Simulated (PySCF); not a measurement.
# Levels along the 13-electron series

One electron added to the closed shell [Ne] 3s2: EOM-EA-CCSD calculated with PySCF 2.14, two-component X2C-1e with screened spin-orbit coupling, each ion in its own even-tempered basis, 1s2 frozen, the virtual space cut to natural spinors and corrected at second order; no Breit or QED terms. Binding energy of 3p1/2 and energies of the other levels above it, in eV.

| ion | 3p1/2 binding | 3p3/2 − 3p1/2 | NIST ionisation energy |
| --- | --- | --- | --- |
| Nb²⁸⁺ | 1501.6 | 23.021 | 1488 ± 7 (s) |
| Mo²⁹⁺ | 1601.7 | 25.807 | 1587 ± 8 (s) |
| Tc³⁰⁺ | 1705.0 | 28.840 | 1689 ± 8 (s) |
| Ru³¹⁺ | 1811.8 | 32.146 | 1794 ± 8 (s) |
| Rh³²⁺ | 1922.0 | 35.730 | 1903 ± 9 (s) |
| Pd³³⁺ | 2035.5 | 39.614 | 2016 ± 9 (s) |
| Ag³⁴⁺ | 2152.6 | 43.826 | 2131 ± 10 (s) |
| Cd³⁵⁺ | 2273.1 | 48.365 | 2250 ± 10 (s) |
| In³⁶⁺ | 2397.1 | 53.261 | 2373 ± 11 (s) |
| Sn³⁷⁺ | 2524.6 | 58.551 | 2499 ± 11 (s) |

Each ion has its own basis, which adds noise of up to about 0.1 % of the binding energies along the series.

The 3p interval goes from 23.02 to 58.55 eV, as Z to the power 4.70; a hydrogen-like ion gives 4, and the power is higher where the screened charge Z − σ still grows faster than Z or where Zα is large.

NIST values marked (s) are semi-empirical, (t) theoretical.
